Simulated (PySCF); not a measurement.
C5H7N2OS (doublet state).
Cartesian coordinates in Å at the GFN2-xTB level; atoms count from 1:
```xyz
16
C5H7N2OS angstrom
C     -3.1055    0.4083    0.0959
O     -1.9831   -0.1940   -0.4935
C     -0.7719    0.2182    0.0858
C      0.3679   -0.4530   -0.5782
C      1.6748   -0.2270   -0.2065
C      2.8457   -0.8369   -0.7929
N      3.9627   -0.4559   -0.2590
S      3.6332    0.6257    0.9369
N      2.0325    0.6205    0.7859
H     -3.9778    0.0175   -0.4236
H     -3.1750    0.1628    1.1632
H     -3.0742    1.5000   -0.0114
H     -0.6561    1.3156    0.0078
H     -0.7615   -0.0089    1.1686
H      0.1412   -1.1366   -1.3781
H      2.8395   -1.5474   -1.5990
```

The hyperfine couplings belong to this conformer and change with its torsions.

The species is `COC[CH]c1cnsn1` [radical].

Theory: PySCF 2.14.0, UKS B3LYP, pcH-1 on C H N O S, non-relativistic, mean-field spin-orbit, GIAO. One conformer (not necessarily the lowest) at the GFN2-xTB geometry, without solvent, vibrations or thermal averaging. A GFN2-xTB geometry isn't a minimum of the functional, and hyperfine couplings can be far from their values at a DFT geometry. Stability of the SCF solution: not tested.

Largest spin populations (Mulliken): C4 (+0.73), N9 (+0.30), C5 (-0.17) and S8 (+0.15). The angles at C4 add up to 360.0°, so it is planar; its axial dipolar tensor and the negative coupling of its proton fit spin in a p orbital normal to that plane.

Q: Test a(H) = Q·ρ(C) for the protons on planar carbons with a spin population beyond ±0.08.

A: 
| H | C | ρ(C) | a(H) (G) | a/ρ (G) |
| --- | --- | --- | --- | --- |
| H15 | C4 | +0.733 | -16.84 | -23.0 |
| H16 | C6 | +0.095 | -2.29 | -24.0 |

A least-squares line through the origin gives Q = -23.0 G with Mulliken populations.

Q: How do the β-proton couplings of this frozen conformer go with θ, the angle between the C–H bond and the normal to the plane of the spin centre's three neighbours, both seen down the bond from centre to carbon?

A: 
```csv
β H,on,centre,θ (°),cos²θ,a (G)
H13,C3,C4,32,0.72,+28.89
H14,C3,C4,32,0.72,+28.91
```

Couplings in gauss use g_iso = 2.0036.
